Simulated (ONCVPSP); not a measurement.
**Potentials for C compared**

Generated with ld1.x 7.5 (TM, RRKJ, ultrasoft, PAW), atompaw 4.2 or ONCVPSP 4.0.1. The cutoff is in Ry: for ld1.x and atompaw files where the sum of valence levels is converged to 10 mRy in a Bessel basis, for ONCV files where the hardest occupied wave has 1 mHa per electron of residual kinetic energy. The error is the largest all-electron minus pseudo excitation energy over each file’s own four to seven test configurations (ionisations up to +4, promotions, holes and added fractions of an electron), all of which were solved. The labels leave out finer settings (local radius, basis sizes, second energies), which also bear on the numbers. Spin-polarised tests are not counted. The rows are a selection from randomly drawn settings: files with unsolved tests, undetermined cutoffs or missed reference levels are left out.

```csv
potential,cutoff (Ry),largest error (meV),bound ghosts
"ONCV, PBE, scalar-relativistic, rc 1.20/2.30/2.20 (spd), local smoothed, core correction yes, reference 2s2 2p2, qcut 6.8/6.3/3.6, projectors 2/2/2",34,+822,none
"ONCV, LDA (Perdew-Zunger), scalar-relativistic, rc 1.06/2.00 (sp), local smoothed, core correction yes, reference 2s2 2p1, qcut 6.9/6.2, projectors 1/3",41,+202,none
"ONCV, PBEsol, fully relativistic, rc 1.00/1.50 (sp), local smoothed, core correction yes, reference 2s2 2p1, qcut 8.3/8.3, projectors 2/2",46,+77,none
"ONCV, PW91, non-relativistic, rc 1.05/1.50/1.45 (spd), local smoothed, core correction no, reference 2s2 2p0.5, qcut 5.1/9/7.2, projectors 2/1/2",130,+145,none
"ONCV, PBEsol, scalar-relativistic, rc 1.10/3.10 (sp), local smoothed, core correction yes, reference 2s2 2p2, qcut 7.4/5.5, projectors 2/2",41,+2019,none
```

Problem. Fill in the row for C: ONCV, PBE, scalar-relativistic, rc 1.05/1.90 (sp), local smoothed, core correction no, reference 2s2 2p2, qcut 5.8/6.5, projectors 2/3.

Solution. cutoff 40 Ry, largest error +571 meV, bound ghosts: none.

Problem. Fill in the row for C: ONCV, PBE, scalar-relativistic, rc 1.20/1.45/1.45 (spd), local s, core correction yes, reference 2s2 2p2, qcut 6.3/5.5/7.4, projectors 0/2/3.

Solution. cutoff 35 Ry, largest error +446 meV, bound ghosts: none.
